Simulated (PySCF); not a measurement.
**(HBe-mu-Br)2: computed shieldings and shifts**

(HBe-mu-Br)2, Be2Br2H2.

Bonds: Be1-Br3 2.187 Å, Be1-Br6 2.187 Å, Br3-Be4 2.185 Å, Be4-Br6 2.186 Å. Be1 carries H2; Be4 carries H5.

GIAO calculations in PySCF on the PBE0-D3(BJ)/def2-SVP structure: isolated species, non-relativistic, equivalent atoms averaged; basis pcSseg-1.

**Question.** Give the isotropic shieldings (ppm) with PBE0, wB97X-D.

**Answer.** 
| atoms | environment | PBE0 | wB97X-D |
| --- | --- | --- | --- |
| Br3/Br6 | bromine bonded to 2 Be | 2432 | 2491 |
| Be1/Be4 | Be bonded to 2 Br, H | 89 | 93 |
| H2/H5 | hydrogen on a Be bonded to 2 Br | 26.65 | 26.91 |
| HOMO–LUMO gap (eV) | – | 7.48 | 11.25 |

**Question.** And the chemical shifts, against references computed in the same way?

**Answer.** 
```csv
atoms,"nucleus, reference",PBE0,wB97X-D
Br3/Br6,"⁷⁹Br, HBr",152,85
H2/H5,"¹H, TMS",4.62,4.47
```

**Question.** Which part of the shielding of Br3/Br6 depends on the functional?

**Answer.** Diamagnetic: PBE0 3127, wB97X-D 3128 ppm; paramagnetic: PBE0 -695, wB97X-D -637 ppm. The diamagnetic part, set mainly by inner electrons, hardly moves; the paramagnetic part goes with low-lying magnetically allowed excitations and carries the spread.

Relativistic effects, spin–orbit coupling among them, are left out; they matter for Br and for the light atoms bonded to it.
